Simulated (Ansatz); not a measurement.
AlH₃O₂S (`[OH][Al]([OH])[SH]`), relaxed with RKS PBE0-D4/def2-TZVP in the Gaussian-basis code of Ansatz from a PBE-D4/def2-SVP geometry. The force threshold is 0.005 eV/Å; the program also tests the step.

Total charge 0; spin multiplicity 1.

Start:

```xyz
7

O     0.579   -1.383    0.166
Al   -0.077    0.192   -0.005
O    -0.061    1.457    1.148
S    -1.015    0.649   -1.923
H     1.015   -1.728    0.959
H     0.353    1.434    2.022
H    -0.793   -0.621   -2.367
```

| step | energy (eV) | largest force (eV/Å) | largest move (Å) |
| --- | --- | --- | --- |
| 1 | -21570.9034 | 0.602 | 0.000 |
| 2 | -21570.9327 | 0.255 | 0.033 |
| 3 | -21570.9385 | 0.053 | 0.039 |
| 4 | -21570.9393 | 0.029 | 0.025 |
| 5 | -21570.9394 | 0.044 | 0.011 |
| 6 | -21570.9395 | 0.002 | 0.005 |

End:

```xyz
7

O     0.566   -1.362    0.189
Al   -0.074    0.189   -0.014
O    -0.038    1.431    1.126
S    -1.029    0.639   -1.906
H     1.009   -1.684    0.970
H     0.346    1.386    1.999
H    -0.780   -0.600   -2.364
```

It took 41 s on 2 threads of a server CPU on a shared host, with 0.44 GiB of host memory at the peak.
